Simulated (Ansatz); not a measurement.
Start from `N[Si](N)([SiH3])[SiH3]` and change one atom or group to get `N[Si](N)([SiH3])Cl`.

Ansatz, PBE0-D4/def2-TZVP geometries, multiplicity 1. Each molecule was computed in one conformer, which needn't be the lowest.

| property | `N[Si](N)([SiH3])[SiH3]` |
| --- | --- |
| HOMO energy (B3LYP/def2-TZVPP) / eV | -6.46 |
| LUMO energy (PBE/def2-TZVPP) / eV | -0.99 |
| HOMO energy (PBE/def2-TZVPP) / eV | -5.50 |
| size of the dipole moment (B3LYP/def2-TZVPP) / D | 1.38 |
| HOMO–LUMO gap (PBE0/def2-TZVPP) / eV | 6.45 |
| LUMO energy (ωB97M-V/def2-TZVPP) / eV | 1.47 |

Task: Give the same properties after the change, and the shifts. (Estimate.)

Result: Ansatz gave: 
```
                                        property  `N[Si](N)([SiH3])Cl`  shift
             HOMO energy (B3LYP/def2-TZVPP) / eV                 -7.12  -0.66
               LUMO energy (PBE/def2-TZVPP) / eV                 -0.58   0.41
               HOMO energy (PBE/def2-TZVPP) / eV                 -6.06  -0.56
size of the dipole moment (B3LYP/def2-TZVPP) / D                  2.09   0.71
            HOMO–LUMO gap (PBE0/def2-TZVPP) / eV                  7.58   1.13
           LUMO energy (ωB97M-V/def2-TZVPP) / eV                  1.96   0.49
```

With PBE0 the HOMO falls by 0.69 eV and the LUMO rises by 0.44 eV, so the gap widens by about 1.13 eV. PBE moves the HOMO by -0.56 eV and ωB97M-V by -0.79 eV. Dipoles are sizes alone; their direction can turn.

B3LYP here is the variant with VWN-RPA as its local correlation; programs differ in this.
